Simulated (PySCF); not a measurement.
**Excitation energy of Cu⁺ by level of theory**

Cu⁺ [Ar] 3d10 (1S) → Cu⁺ [Ar] 3d9 4s1 (3D), as a difference of total energies. All numbers are calculated (PySCF 2.14, the spin-free X2C one-electron Hamiltonian (Gaussian nucleus), in x2c-TZVPPall with one added diffuse shell each of s, p, d, f type (7s6p5d3f1g, 80 functions)). Correlated levels: valence: [Ar] frozen; valence and next inner shell: [Ne] frozen. The calculations carry no spin-orbit coupling.

```csv
method,excitation energy (eV)
UHF,0.717
LDA,3.117
PBE,2.788
PBE0,2.443
r2SCAN,2.354
revPBE,2.771
PBEsol,2.899
MN15,3.252
M06-2X,2.178
MP2 (valence),3.467
SCS-MP2 (valence),3.189
MP2 (valence and next inner shell),4.009
SCS-MP2 (valence and next inner shell),3.615
```

Q: How much does correlation contribute at MP2 (valence and next inner shell)?

A: 4.009 − (0.717) = 3.292 eV, measured against UHF.

Errors of the correlated levels include the incompleteness of this basis and the frozen core.

For comparison: 2.808 eV (measured; NIST levels, between the centres of gravity of the two terms).
